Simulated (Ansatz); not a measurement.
## Cost against result

Saddle point of ZnNH5O2, closed shell (ZnNH₃O ([NH2][Zn][OH]) + H₂O → ZnH₂O₂ ([OH][Zn][OH]) + NH₃ (still joined by a long Zn–N bond); bonds formed: Zn1–O5, N2–H4; bonds broken: H4–O5; bonds weakened to dative contacts: Zn1–N2), PBE0-D4/def2-TZVP structure:

```xyz
9
angstrom
Zn -0.0938 -0.7644 -0.1359
N 0.3890 0.9215 -1.0094
O -0.5382 -2.5015 -0.1220
H 0.2709 1.1872 0.2805
O 0.1294 0.6502 1.3395
H 1.3064 1.0188 -1.4230
H -0.2809 1.3363 -1.6429
H -0.6614 -2.8476 0.7637
H -0.5214 0.9997 1.9495
```

Barriers are electronic and count from the start structure reached by relaxing down the imaginary mode.

Program: Ansatz 0.2.0. Basis: as named in each row. Cores are frozen in the correlated methods. The 3s and 3p shells of Cu and Zn are frozen; filled d shells are correlated. B3LYP uses VWN-RPA correlation. Extrapolation: Hartree–Fock as exp(−7.88 √X), correlation as X^−2.97.

Times are rough, for one single point on 8 threads of a shared host (Intel Xeon Platinum 8375C).

The estimate by CCSD(T) at an estimated basis limit (MP2 extrapolated from triple and quadruple zeta, plus CCSD(T) − MP2 in triple zeta) is 6.23 kcal/mol.

| method | basis | time (s) | barrier (kcal/mol) | method less estimate |
| --- | --- | --- | --- | --- |
| HF | STO-3G | under 1 | 22.56 | 16.33 |
| SPW92 | def2-SVP | under 1 | -2.02 | -8.25 |
| PBE-D4 | def2-SVP | under 1 | 1.89 | -4.34 |
| B3LYP-D4 | 6-31G | under 1 | -2.54 | -8.77 |
| PBE0-D4 | def2-SVP | under 1 | 2.82 | -3.41 |
| SPW92 | def2-TZVPP | under 1 | 0.96 | -5.27 |
| BLYP-D4 | def2-TZVPP | under 1 | 6.20 | -0.02 |
| PBE-D4 | def2-TZVPP | under 1 | 4.67 | -1.56 |
| B3LYP-D4 | def2-TZVPP | 1 | 6.44 | 0.21 |
| BHLYP-D4 | def2-TZVPP | 1 | 7.24 | 1.01 |
| PBE0-D4 | def2-TZVPP | 1 | 5.29 | -0.94 |
| CAM-B3LYP-D4 | def2-TZVPP | 1 | 5.96 | -0.27 |
| r2SCAN-D4 | def2-TZVPP | 1 | 4.74 | -1.49 |
| CCSD(T) | def2-SVP | 2 | 4.73 | -1.50 |
| r2SCAN0-D4 | def2-TZVPP | 2 | 5.22 | -1.01 |
| wB97M-V | def2-SVP | 2 | 4.06 | -2.17 |
| B2PLYP | def2-TZVPP | 2 | 6.49 | 0.26 |
| PBE-QIDH | def2-TZVPP | 2 | 5.68 | -0.55 |
| PBE-D4 | STO-3G | 2 | -0.72 | -6.95 |
| B97M-V | def2-TZVPP | 2 | 7.74 | 1.51 |
| RPA on PBE | def2-TZVPP | 2 | 6.68 | 0.45 |
| wB97X-V | def2-TZVPP | 2 | 6.25 | 0.02 |
| wB97M-V | def2-TZVPP | 2 | 6.75 | 0.52 |
| MP2 | def2-QZVPP | 6 | 6.04 | -0.19 |
| CCSD(T) | def2-TZVPP | 34 | 6.56 | 0.33 |

All methods are single points on the PBE0-D4 structures; a negative value means that the method puts the saddle structure below the start.

T1 diagnostic: at most 0.016.

The step is the kind of ligand exchange by which a precursor binds to a hydroxyl group, or is hydrolysed, in atomic layer deposition of oxides.

Labels in which every atom is bracketed show which atoms are joined, not bond orders.
